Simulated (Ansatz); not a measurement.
```csv
atom,x (Å),y (Å),z (Å)
C,0.0005,0.0080,-0.5287
O,0.0080,0.0060,0.6729
H,-0.0075,-0.9478,-1.1189
H,-0.0077,0.9505,-1.1269
```

Basis set: STO-3G (spherical functions). Correlated methods keep 2 orbitals frozen. Charge 0, multiplicity 1.

Computed with Ansatz (development build ahead of 0.2.0); each method stands on the lowest determinant of its kind that the runs found. Restricted open shells among the atoms or ions are ROHF, correlated in semicanonical orbitals with singles.

The atomization energy at this shape (free ground-state atoms in the same class of orbitals less the molecule, no zero-point energy) of singlet CH2O:

```
method  atomization energy
   RHF            11.36 eV
```

Task: What does RHF-MP2 give?

Result: 14.25 eV.

This basis has no polarisation functions and is too small for such energies, which can lie far from measured ones in either direction.
